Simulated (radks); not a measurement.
Question: Valence configurations of Tc+ (all share [Kr]). Method: Dirac Kohn-Sham, LDA (Slater exchange, Perdew-Wang correlation), spin-unpolarised, spherical densities, finite nucleus; open shells fill j = l - 1/2 first; Fermi nuclear charge, rms radius 4.4112 fm; computed with a radial shooting solver on a logarithmic mesh with Libxc functionals. Order these by energy: 4d4.5 5s1.5; 4d3 5s1 5p2; 4d5 5p1; 4d4 5s2; 4d5 5s1; 4d5.5 5s0.5; 4d4 5s1 5p1; 4d6; 4d2 5s1 5p3; 4d4.5 5s0.5 5p1.

Answer: From the lowest, in eV above it: 4d6 0.000; 4d5.5 5s0.5 0.699; 4d5 5s1 1.730; 4d4.5 5s1.5 3.128; 4d4 5s2 4.924; 4d5 5p1 6.228; 4d4.5 5s0.5 5p1 7.804; 4d4 5s1 5p1 9.783; 4d3 5s1 5p2 20.751; 4d2 5s1 5p3 34.944. NIST lists [Kr] 4d5 5s1 as the ground configuration; this level of theory puts 4d6 lower, by 1.730 eV. The energies are those of spherical spin-averaged densities, not of single terms.
